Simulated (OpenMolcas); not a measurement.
## Potential curves of GeF: spin-free states

Calculated with OpenMolcas 26.06: state-averaged CASSCF(9,7) over Ge 4s 4p, F 2p, XMS-CASPT2 (IPEA 0.25, imaginary shift 0.2 hartree), scalar X2C, ANO-RCC-VTZP, then RASSI spin–orbit state interaction with atomic mean-field integrals. C2 symmetry about the axis (a holds Σ, Δ, Γ; b holds Π, Φ, H; Σ⁺ and Σ⁻ are not told apart); roots by multiplicity and irrep: 2b 4, 2a 4, 4a 1, 4b 2.

XMS-CASPT2 energies in eV from the lowest point. Curves are followed by energy order within each symmetry, so they are adiabatic and may change character at avoided crossings; Σ⁺ and Σ⁻ are counted together.

```
R (Å)  (1)2Π  (1)4Σ  (1)4Π  (2)2Π
1.695  0.002  3.007  8.260  8.237
1.775  0.000  2.949  7.506  7.517
1.864  0.213  3.045  6.947  7.010
1.952  0.594  3.240  6.603  6.719
2.077  1.167  3.587  6.328  6.457
2.236  1.820  4.034  6.074  6.140
```

Left out for impure symmetry, kinks or missing points, though low: (1)2Δ, (1)2Σ, (2)2Σ. Only roots inside an energy window near the equilibrium distance were included, so the list of states is not complete; labels number the states computed. Each spin and symmetry block has orbitals of its own, averaged over its own roots, so gaps between blocks are less sure than gaps within one and near the minimum can be off by tenths of an eV, in bad cases by more. No Rydberg orbitals are active, so Rydberg states, and σ→σ* states whose orbital the CASSCF left unused, can be missing between those listed. CASPT2 splits the two components of degenerate states numerically, here by up to 100 cm⁻¹. The CASPT2 reference weights are uneven, so some states carry less reliable energies. Points that failed a check (symmetry, reference weights, a jump) are left out.
